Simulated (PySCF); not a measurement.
# Structure elucidation problem

The spectra below were simulated for a compound C$_{3}$H$_{13}$NOSi$_{3}$.

¹H NMR (400 MHz, computed): δ 4.41 (br s, 1H), 3.51 (s, 6H), 2.05 (s, 3H), 0.34 (s, 3H).

¹³C{¹H} NMR (computed): δ 180.2 (C), 23.8 (CH3), -0.2 (CH3).

[PySCF: GFN2-xTB geometry; NMR shieldings at PBE0/pcSseg-1/GIAO; one conformer; in vacuum; no relativistic terms; equivalent nuclei averaged]

References, each an isolated molecule treated in the same way: ¹H and ¹³C vs TMS.

Task: Propose a structure and justify it.

Result: 
- The formula gives 1 degree of unsaturation (no ring in the answer).
- 3 carbon signals for 3 carbons: no two carbons are equivalent.
- Carbon types of the structure: 1 × C, 2 × CH3, leaving 7 H on heteroatoms.
- δC 180.2: amide carbonyl carbon; it is a carbonyl in resonance with an O or N lone pair, the region of acids, esters and amides.
- δC 23.8: methyl carbon α to a carbonyl; α to the electron-withdrawing carbonyl group.
- δC -0.2: methyl carbon bonded to Si; an electropositive neighbour leaves it electron-rich and shielded.
- δH 4.41: hydrogen on an amide-type nitrogen; exchangeable, gas-phase position.
- δH 3.51: hydrogen on a silicon bonded to Si.
- δH 2.05: hydrogen on a methyl carbon α to a carbonyl; α to C=O.
- δH 0.34: hydrogen on a methyl carbon bonded to Si; an electropositive neighbour shields it, as in TMS itself.

These data were computed for `CC(=O)N[Si](C)([SiH3])[SiH3]`.

The data come from this structure; uniqueness wasn't tested.

Exchangeable OH/NH protons stand at their gas-phase positions; hydrogen bonding in a real sample shifts them, mostly to higher δ. Shifts are as computed. Against solution values, carbons near 30 ppm lie about +3 ppm off and those near 130 ppm about +5 ppm. Of 1309 compounds with measured shifts, 239 miss one by over three times the rms of a fit or turn the order of signals round; such compounds aren't used in these exercises. Hydrogen bonding in solution deshields acid and N–H amide carbonyl carbons by as much as 10 ppm beyond these values. No couplings were computed; multiplicities are counted from neighbouring protons, with m where these are inequivalent, close in shift, in a saturated or five-membered ring or joined by F or P, and br s for small geminal =CH2 splittings.
